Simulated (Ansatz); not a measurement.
Two isomers of CH7BOSi: A = `BCO[SiH3]`, B = `BC[SiH2]O`.

Program: Ansatz. Geometries: PBE0-D4/def2-TZVP. ΔE: electronic, gas phase. CCSD(T)/CBS adds triple-zeta CCSD(T) − MP2 to the extrapolated MP2 energy (def2 sets, frozen cores). DFT in def2-TZVPP. Each species was taken in one conformer, which may not be the lowest.

**Question.** Which isomer does CCSD(T)/CBS put lower? Give the gap. (An estimate is asked.)

**Answer.** Computed: B, by 122.0 kJ/mol.

**Question.** Give E(B) − E(A) in kJ/mol with BLYP-D4, LDA (SPW92), CCSD(T)/def2-TZVPP, PBE-D4, HF/def2-TZVPP, r2SCAN-D4, CCSD/def2-TZVPP. (Best estimate.)

**Answer.** Computed: BLYP-D4 -108.1, LDA (SPW92) -117.3, CCSD(T)/def2-TZVPP -118.6, PBE-D4 -117.6, HF/def2-TZVPP -100.9, r2SCAN-D4 -120.9, CCSD/def2-TZVPP -116.7. None reverses the order clearly.

**Question.** Does the order hold for the free energy at 298.15 K (harmonic terms from PBE0-D4)? (Estimate.)

**Answer.** Computed: Yes: G(B) − G(A) = -116.4 kJ/mol, for one conformer each. Modes under 60 cm⁻¹, often nearly free rotors, make the harmonic entropy too high.

Largest T1 diagnostic: 0.011.

In def2-TZVPP, CCSD(T) changes the Hartree–Fock value by −17.7 kJ/mol (the triples alone add −1.9 kJ/mol) and MP2 by −25.9 kJ/mol. Leaving LDA and LC-ωPBE aside and taking each functional with its dispersion term where it has one, the values, not all of them listed here, spread over 15.2 kJ/mol, from PBE-QIDH to BLYP-D4.
